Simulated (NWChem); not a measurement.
# SnN2H5F; SMILES [NH2][SnH]([NH2])[F]

```xyz
9

Sn    -0.0075     0.0035     0.2437
N     -0.5010     1.8139    -0.5059
N      1.8432    -0.4513    -0.4268
F     -1.2112    -1.3660    -0.4646
H     -0.1798    -0.0698     1.9366
H     -1.2888     2.2510    -0.0319
H     -0.7087     1.7987    -1.5027
H      2.0770     0.0478    -1.2830
H      1.9799    -1.4462    -0.5955
```
Atoms are numbered in this order, from 1.

Computed with NWChem. Coordinates come from a PBE0/def2-SVP optimisation. def2 effective core potentials on Sn; no spin-orbit coupling. Level B3LYP/def2-SVP: energy and gradient on several grids; changes count from the extra-fine grid, which is no exact limit either.

```csv
grid,size of the energy change (μHa),largest change of a gradient component (μHa/bohr),"time, medium = 1 (rough)"
xcoarse,600,20000,about 1
coarse,100,700,about 1
medium,20,200,about 1
fine,< 10,< 30,about 1
xfine,< 10,< 30,2
```
